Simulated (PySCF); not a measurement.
## Fine-structure interval of W⁶¹⁺ by level of theory

W⁶¹⁺ [Ne] 3s2 3p1 [3p1/2^1, M_J = 1/2] → W⁶¹⁺ [Ne] 3s2 3p1 [3p3/2^1, M_J = 3/2], as a difference of total energies. Calculation: PySCF 2.14, in an even-tempered Gaussian basis (18 s from 19 bohr⁻², ratio 2.4; 14 p from 25 bohr⁻², ratio 2.4; 4 d from 83 bohr⁻², ratio 2.6; 4 f from 120 bohr⁻², ratio 2.6); the two-component X2C-1e Hamiltonian. Correlated levels: 1s2 frozen; the 52 highest virtual spinors dropped. "Screened" scales the spin-orbit matrix elements by Boettger's factors to mimic the two-electron term; Breit and QED terms are absent.

```
                    method  fine-structure interval (cm⁻¹)
 GHF (screened spin-orbit)                         2977600
GMP2 (screened spin-orbit)                         2971100
     GHF (bare spin-orbit)                         3069400
```
